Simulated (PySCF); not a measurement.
Vertical excitations of a molecule C4H9ClSi from TDA-PBE/def2-SVPD (PySCF), as energy in eV (oscillator strength): 6.08 (0.006), 6.37 (0.014), 6.43 (0.002), 6.71 (0.005), 6.74 (0.001), 6.86 (0.038). Lowest triplet (TDA): 5.62 eV. The structure is a stationary point at B3LYP-D3(BJ)/def2-SVP. The values are those of a single conformer.

Task: Identify the compound among the candidates.
A) [SiH3]C[C@@H]1C[C@@H]1Cl
B) C/C=C/[Si@@H](C)Cl
C) C=C[C@H]([SiH3])CCl
D) C=C(Cl)[C@@H](C)[SiH3]

Result: A, [SiH3]C[C@@H]1C[C@@H]1Cl
